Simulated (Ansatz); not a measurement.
Computed with Ansatz on PBE0-D4/def2-TZVP structures; ΔE is electronic, products minus reactants. CCSD(T)/CBS adds triple-zeta CCSD(T) − MP2 to the extrapolated MP2 energy (def2 sets, frozen cores). This one scheme is used for every species. DFT in def2-TZVPP. For Ga, Ge outer-core shells are correlated without core-valence functions, which leaves a few kJ/mol of doubt a bond. Scalar relativity is left out up to krypton. One conformer a species, not always the lowest.

Consider the formal exchange of groups at a Ga–Ge bond: `C#[C][GeH2][GaH][NH2]` + `C=N` → `N=[CH][GaH][NH2]` + `C#[C][GeH3]`.

```
             level  ΔE (kcal/mol)  difference from CCSD(T)/CBS
            PBE-D4           14.6                          1.1
         r2SCAN-D4           13.8                          0.3
           PBE0-D4           14.8                          1.3
           ωB97X-V           12.7                         -0.8
           ωB97M-V           13.1                         -0.4
            B2PLYP           13.5                          0.0
            r2SCAN           13.7                          0.2
              PBE0           14.5                          1.0
    MP2/def2-TZVPP           13.2                         -0.3
SCS-MP2/def2-TZVPP           12.7                         -0.8
   CCSD/def2-TZVPP           13.3                         -0.2
    MP2/def2-QZVPP           13.3                         -0.2
SCS-MP2/def2-QZVPP           12.7                         -0.8
      HF/CBS(def2)           12.7                         -0.8
     MP2/CBS(def2)           13.5                          0.0
    CCSD/CBS(def2)           13.5                          0.0
       CCSD(T)/CBS           13.5                            0
```

Largest T1 diagnostic among the species: 0.014.
